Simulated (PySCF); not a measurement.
A survey of 31P NMR shifts

- GFN2-xTB structure
- shieldings: GIAO PBE0/pcSseg-1
- code: PySCF 2.14.0 with density-fitted response routines
- single conformer, equivalent nuclei averaged, non-relativistic, no solvent

Shieldings were converted by a linear fit to measured shifts: 31P: δ = 270.09 − 0.828σ (rms 18.1 ppm, 64 shifts vs H3PO4, solution or neat liquid). Occasional misses reach two or three times the rms, and more in compound classes unlike the fitted ones.

**Question.** Give the 31P shifts of `C#C/C(=C/[SiH3])[SiH2]P`, `C#CC(=C)[SiH2][SiH2]P`.

**Answer.** 
```json
{"compound": "C#C/C(=C/[SiH3])[SiH2]P", "environment": "phosphorus bonded to Si, 2 H", "δ (ppm)": "-247.3"}
{"compound": "C#CC(=C)[SiH2][SiH2]P", "environment": "phosphorus bonded to Si, 2 H", "δ (ppm)": "-237.1"}
```

**Question.** Order these by 31P shift, lowest first.
A. Cc1cpc(F)c(Cl)c1
B. C=C1[SiH2][Si@@H](P)C1=C
C. C#CC1(C)[SiH2]P[SiH2]1

**Answer.** C (-268.7 ppm, phosphorus bonded to 2 Si, H, in a 4-membered ring), B (-234.2 ppm, phosphorus bonded to Si, 2 H), A (159.8 ppm, phosphorus bonded to 2 C, in a 6-membered ring).
